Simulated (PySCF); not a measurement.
Cards and structures have been mixed up. Pair them.

Structures:
1. `F[Si@@H]([SiH3])P`
2. `COC(=O)C=C1CC1`
3. `C[C@@](F)(Cl)CC(=O)O`
4. `COc1cccc(Cl)c1`

Card P (geometry GFN2-xTB):
* Rotational constants A, B, C: 2.305, 0.967, 0.684 GHz
* Static isotropic polarisability (PBE0/def2-SVPD): 99.9 au
* Lowest singlet excitation (TDDFT PBE0/def2-SVPD): 5.09 eV (244 nm, f = 0.037)
* Lowest triplet excitation (Tamm–Dancoff) (TDA PBE0/def2-SVPD): 3.92 eV
* 13C chemical shifts (computed TMS as zero) by class (GIAO PBE0/pcSseg-1): 167.4 (1 C), 146.5 (1 C), 135.5 (1 C), 125.9 (1 C), 121.6 (1 C), 114.0 (1 C), 55.9 (1 C) ppm
* HOMO energy (PBE0/def2-SVPD): -6.70 eV

Card Q (geometry GFN2-xTB):
* Rotational constants A, B, C: 3.185, 1.038, 0.944 GHz
* Static isotropic polarisability (PBE0/def2-SVPD): 70.7 au
* Strongest line among the 8 lowest singlet transitions (TDDFT PBE0/def2-SVPD): S8 at 8.35 eV (148 nm, f = 0.082)
* Lowest triplet excitation (Tamm–Dancoff) (TDA PBE0/def2-SVPD): 5.25 eV
* Point group: C1
* 13C chemical shifts (computed TMS as zero) by class (GIAO PBE0/pcSseg-1): 173.2 (1 C), 121.4 (1 C), 50.5 (1 C), 31.5 (1 C) ppm
* Lowest singlet excitation (TDDFT PBE0/def2-SVPD): 5.76 eV (215 nm, f = 0.002)

Card R (geometry GFN2-xTB):
- Rotational constants A, B, C: 4.382, 1.870, 1.435 GHz
- Static isotropic polarisability (PBE0/def2-SVPD): 85.3 au
- Strongest line among the 6 lowest singlet transitions (TDDFT PBE0/def2-SVPD): S2 at 6.24 eV (199 nm, f = 0.163)
- Dipole moment (PBE0/def2-SVPD): 2.03 D
- Lowest singlet excitation (TDDFT PBE0/def2-SVPD): 5.44 eV (228 nm, f = 0.047)
- Point group: C1
- Isotropic shieldings of nuclei other than C and H, by class (GIAO PBE0/pcSseg-1): 409 (1 F), 310 (1 Si), 458 (1 Si), 586 (1 P) ppm

Card S (geometry GFN2-xTB):
* Rotational constants A, B, C: 7.193, 1.027, 0.915 GHz
* Static isotropic polarisability (PBE0/def2-SVPD): 80.6 au
* Lowest singlet excitation (TDDFT PBE0/def2-SVPD): 4.89 eV (254 nm, f = 0.000)
* 13C chemical shifts (computed TMS as zero) by class (GIAO PBE0/pcSseg-1): 172.8 (1 C), 155.7 (1 C), 117.4 (1 C), 53.4 (1 C), 7.6 (1 C), 4.0 (1 C) ppm
* Dipole moment (PBE0/def2-SVPD): 1.47 D

All species are isolated and taken at one optimised geometry, non-relativistic unless stated; the electronic structure was computed with PySCF and density fitting. NMR classes are plain means over equivalent atoms (diastereotopic ones count apart unless rotation or inversion swaps them), as if these changed places fast.

Q: Which card belongs to which structure?

A: P = 4, Q = 3, R = 1, S = 2. What ties each card to its structure:
- 1 (card R), FH6PSi2, monoisotopic mass 112.0 u, 4 heavy atoms: an asymmetric top with C = 1.435 GHz, the highest such constant on the cards; polarisability 85.3 au for 58 electrons; dipole 2.03 D.
- 2 (card S), C6H8O2, monoisotopic mass 112.1 u, 8 heavy atoms: 6 C in 6 classes; the least shielded carbon (172.8 ppm) is an ester carbonyl carbon; an asymmetric top with C = 0.915 GHz; polarisability 80.6 au for 60 electrons; dipole 1.47 D.
- 3 (card Q), C4H6ClFO2, monoisotopic mass 140.0 u, 8 heavy atoms: 4 C in 4 classes; the least shielded carbon (173.2 ppm) is a carboxylic acid carbon; an asymmetric top with C = 0.944 GHz; polarisability 70.7 au for 72 electrons, the smallest shown.
- 4 (card P), C7H7ClO, monoisotopic mass 142.0 u, 9 heavy atoms: 7 C in 7 classes; the least shielded carbon (167.4 ppm) is an aromatic carbon bearing oxygen; an asymmetric top with C = 0.684 GHz, the lowest such constant on the cards; polarisability 99.9 au for 74 electrons, the largest shown.
